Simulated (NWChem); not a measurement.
Species: SbH2 cation

```xyz
3

Sb     0.0000     0.0000    -0.0466
H      0.0000     1.2213     1.1874
H      0.0000    -1.2213     1.1874
```
Atoms are numbered in this order, from 1.

The geometry was optimised at PBE-D3(BJ)/def2-SVP. B3LYP is NWChem's, with the RPA form of VWN correlation. def2 effective core potentials on Sb; no spin-orbit coupling.

Symmetry labels are those of C2v in the frame above (b1 and b2, or b-type labels, depend on it).

Problem. List the 4 lowest vertical singlet excitations from B3LYP/def2-SVPD with def2 effective core potentials on Sb, full TDDFT (NWChem).

Solution. 
| state | energy (eV) | oscillator strength | symmetry | leading excitation (squared amplitude) |
|---|---|---|---|---|
| S1 | 2.42 | 0.005 | b1 | HOMO → LUMO (1.01) |
| S2 | 3.46 | 0.000 | a2 | HOMO−1 → LUMO (1.00) |
| S3 | 7.66 | 0.115 | b2 | HOMO → LUMO+1 (0.85) |
| S4 | 8.01 | 0.061 | a1 | HOMO → LUMO+2 (0.75) |
